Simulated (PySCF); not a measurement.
SMILES C#CCCc1cccs1 (C8H8S), singlet (GFN2-xTB optimised geometry):

```
17

C     -0.235    -2.416    -3.220
C     -1.116    -2.217    -2.436
C     -2.149    -1.967    -1.453
C     -1.544    -1.798    -0.046
C     -0.616    -0.634     0.000
C      0.743    -0.634     0.000
C      1.301     0.666     0.000
C      0.357     1.638    -0.006
S     -1.235     0.988    -0.010
H      0.522    -2.594    -3.923
H     -2.692    -1.058    -1.726
H     -2.854    -2.804    -1.450
H     -2.358    -1.657     0.669
H     -0.993    -2.702     0.223
H      1.331    -1.535    -0.001
H      2.358     0.861     0.004
H      0.487     2.702    -0.008
```

Computed with CAM-B3LYP/def2-SVP (PySCF).

Question: What are the frontier orbital energies and the dipole moment?

Answer: HOMO-2 -9.02 eV, HOMO-1 -8.28 eV, HOMO -7.75 eV, LUMO 0.97 eV, LUMO+1 2.19 eV; dipole moment 0.49 D.

Meta-Löwdin charges at CAM-B3LYP/def2-SVP: C1 -0.21, C2 -0.02, C3 -0.17, C4 -0.16, C5 -0.10, C6 -0.14, C7 -0.13, C8 -0.23, S9 0.22, H10 0.15, H11 0.12, H12 0.12, H13 0.10, H14 0.11, H15 0.11, H16 0.11, H17 0.12.
